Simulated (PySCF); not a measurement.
Dipole response of Be (beryllium, neutral)

[He] 2s2, closed-shell 1S. Computed with PySCF 2.14 in dyall-av3z (15s9p4d2f, 76 functions), with the non-relativistic Hamiltonian (point nucleus). Coupled (time-dependent) response in atomic units; α is the mean over directions.

```
   method  mean α (bohr³)  C₆ (like pair)  S(−4)
      UHF           45.62           282.6   1434
      PBE           42.91           257.0   1282
     PBE0           42.98           258.1   1280
CAM-B3LYP           43.18           257.9   1314
  LC-wPBE           42.78           256.2   1267
```

S(−4) is the Cauchy moment in α(ω) = α(0) + S(−4) ω² + …

Reference α: 37.74 ± 0.03 bohr³ (recommended; Schwerdtfeger and Nagle, table of static dipole polarizabilities (2023 update)). Published C₆: 227.0 (Chu and Dalgarno (2004); Tang, Norbeck and Certain (1976)).

Hartree-Fock lies above the reference because it lacks correlation, which contracts the outer shell.

α(iu) at CAM-B3LYP:

```csv
u (hartree),α(iu) (bohr³)
0,43.18
0.0500,40.13
0.100,33.16
0.200,19.72
0.300,11.93
0.500,5.436
0.750,2.733
1.00,1.654
1.50,0.8119
2.00,0.4923
3.00,0.2469
5.00,0.1055
```

A single London oscillator, α(iu) = α/(1 + u²/ω²), gives C₆ = (3/4) ω α². Matching the computed C₆ needs ω = 4 × 257.9 / (3 × 43.18²) = 0.184 hartree.
